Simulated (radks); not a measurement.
The numbers below are computed, except where a source is named.
Is Cl- bound? Neutral atom [Ne] 3s2 3p5, anion [Ar]. Scalar-relativistic spherical Kohn-Sham, a radial shooting solver on a logarithmic mesh with Libxc functionals; with spin, open shells are filled with parallel spins first. "No" means that the self-consistent cycle ended without a solution in which all occupied levels of the anion are bound.

method                  e(HOMO) neutral (eV)  anion bound  e(HOMO) anion (eV)  EA, Delta-SCF (eV)  <r> HOMO anion (bohr)
PBE, spin-polarised           3p down -8.119           no                   -                   -                      -
r2SCAN, spin-polarised        3p down -8.288           no                   -                   -                      -

A bound anion was found by 0 of 2 methods. Tabulated electron affinity: 3.613 eV (CRC Handbook (2014) and Andersen, Phys. Rep. 394, 157 (2004), with later updates, as tabulated in mendeleev).
